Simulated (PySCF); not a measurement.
H$_{4}$GeMgO, singlet, geometry from GFN2-xTB (such geometries of metal compounds can be far from the true shape). Base run: CAMB3LYP/cc-pVDZ, polarisability run with PySCF.

The PySCF input:
```python
from pyscf import gto, scf, dft
from pyscf.prop import polarizability

mol = gto.Mole()
mol.atom = '''
    Mg   -0.374688    1.190342   -0.343930
    O    -0.382291    2.346290   -1.571827
    H    -0.398683    3.011940   -2.247794
    Ge    0.211736   -0.976620    0.522188
    H     1.047107   -1.824913   -0.410027
    H     1.036286   -1.049660    1.789384
    H    -0.905672   -1.939961    0.860201
'''
mol.basis = 'cc-pvdz'
mol.charge = 0
mol.spin = 0
mol.verbose = 4
mol.build()

mf = dft.RKS(mol)
mf.xc = 'camb3lyp'
mf.kernel()
alpha = mf.Polarizability().polarizability()[2, 2]
print('alpha_zz =', alpha)
```

Each row names what was changed in the base input (with any setting that the change needs).

```tsv
change	alpha_zz (bohr³)	basis functions	core-seconds (rough)
base	51.54	79	50
finite field (a.u.) = 0.02; conv_tol = 1e-11	51.90	79	80
finite field (a.u.) = 2e-4; conv_tol = 1e-11	51.54	79	60
functional = pbe0	52.62	79	10
finite field (a.u.) = 2e-4; conv_tol = 1e-6	49.17	79	20
finite field (a.u.) = 0.005; conv_tol = 1e-11	51.56	79	50
finite field (a.u.) = 0.05; conv_tol = 1e-11	54.42	79	60
basis = 6-31G	46.11	57	40
functional = pbe	55.83	79	10
finite field (a.u.) = 0.001; conv_tol = 1e-6	51.40	79	30
basis = STO-3G	23.72	36	9
basis = aug-cc-pVDZ	59.70	122	90
```

Finite-field rows take the second difference of the energy in a field along z; a small field with loose convergence shows SCF noise divided by the square of the field, and a large one adds hyperpolarisability.
